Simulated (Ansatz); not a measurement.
`[O][InH][F]` radical. Charge 0, multiplicity 2. In: def2 effective core potential. All single points use the PBE0-D4/def2-TZVP geometry.

```xyz
4

O     0.903   -1.619   -0.499
In    0.022    0.125   -0.109
F    -0.939   -0.086    1.566
H     0.014    1.581   -0.957
```

(1) What is the dipole moment at r2SCAN/def2-TZVPP? (Estimate.)

(2) And with PBE, B3LYP, ωB97M-V? (Best estimate.)

(3) Give the Mulliken charges with r2SCAN, ωB97M-V, PBE in def2-TZVPP. (Best estimate.)

Results:

(1) Ansatz gave: 3.13 D, with components (0.43, 2.32, -2.06) D in this frame, pointing from negative to positive charge.

(2) Ansatz gave: PBE 3.02 D, B3LYP 3.22 D, ωB97M-V 3.26 D.

(3) Computed: 
```
atom  r2SCAN  ωB97M-V    PBE
  O1   -0.38    -0.40  -0.34
 In2    0.91     0.91   0.83
  F3   -0.48    -0.49  -0.43
  H4   -0.06    -0.03  -0.06
```

B3LYP here is the variant with VWN-RPA as its local correlation; programs differ in this.
